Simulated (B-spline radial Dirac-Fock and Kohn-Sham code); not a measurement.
**How the settings move the core levels of Sm**

ΔSCF core binding energies without Breit or QED terms, calculated with a radial atomic solver. Keys: rel is the Hamiltonian (dirac, or spin-free x2c and nr, where L3 and M5 stand for the whole 2p and 3d shells), method is hf or an exchange,correlation pair (spin-unpolarised, also for the hole states), nuc the nuclear model, radius_factor scales its radius, rmax is the box in bohr, h the logarithmic mesh step, order the B-spline order, points the quadrature points per cell, c_factor scales the speed of light, and damp, ndamp, maxit and tol steer the iteration. The run stops when the commutator error falls below 10·tol·max(1, Z/10), or the numerical noise floor, and the energy has settled to about 1e-8 Ha; the virial ratio is −V/T.

Base input:

```json
{"items": [{"Z": 62, "q": 0, "cfg": [[1, 0, 2], [2, 0, 2], [2, 1, 6], [3, 0, 2], [3, 1, 6], [3, 2, 10], [4, 0, 2], [4, 1, 6], [4, 2, 10], [4, 3, 6], [5, 0, 2], [5, 1, 6], [6, 0, 2]], "A": 152, "rrms": 5.0819, "do": "settings", "holes": ["K", "L3", "M5"],
  "settings": [{"rel": "dirac", "method": "hf", "nuc": "fermi", "radius_factor": 1.0, "rmax": 45.0, "h": 0.3, "order": 8, "points": 10, "c_factor": 1.0, "maxit": 60, "damp": 0.5, "ndamp": 3, "tol": 1e-08}]}]}
```

The ground state converged in 13 iterations, with total energy -10429.14757 Ha, virial ratio 1.92244 and highest orbital energy -4.86 eV. ΔSCF binding energies: K (1s) 47030.7 eV, L3 (2p3/2) 6734.7 eV, M5 (3d5/2) 1085.0 eV.

Changes from the base run:

| changed setting | Δ total energy (Ha) | Δ K (eV) | Δ L3 (eV) | Δ M5 (eV) | iterations |
| --- | --- | --- | --- | --- | --- |
| damp = 0.2 | 0.00000 | 0.00 | 0.00 | 0.00 | 15 |
| c_factor = 0.9 | ? | ? | ? | ? | ? |
| radius_factor = 0.8; order = 7; tol = 0.0001 | -0.22442 | +2.54 | -0.02 | 0.00 | 11 |
| damp = 0.0 | 0.00000 | 0.00 | 0.00 | 0.00 | 16 |
| h = 0.12 | -0.00005 | 0.00 | 0.00 | 0.00 | 12 |
| method = "pw91,pw91" | -5.92153 | +38.73 | -28.62 | -6.58 | 11 |
| rmax = 25.0; order = 7; damp = 0.0 | +0.00011 | 0.00 | 0.00 | 0.00 | 16 |
| method = "pw91,pw91"; h = 0.22; tol = 1e-06 | -5.92159 | +38.73 | -28.62 | -6.58 | 10 |
| nuc = "gauss"; h = 0.22; order = 5 | -0.00331 | +0.04 | 0.00 | 0.00 | 13 |
| rmax = 25.0 | 0.00000 | 0.00 | 0.00 | 0.00 | 13 |
| h = 0.22 | -0.00005 | 0.00 | 0.00 | 0.00 | 13 |
| rel = "nr" | +394.51654 | -2602.86 | -8.35 | +23.93 | 13 |

**Question.** What does the change c_factor = 0.9 do?

**Answer.** The total energy moves by -105.90000 Ha and the binding energies by K +704.02 eV, L3 +0.29 eV, M5 -6.01 eV; the run takes 13 iterations.
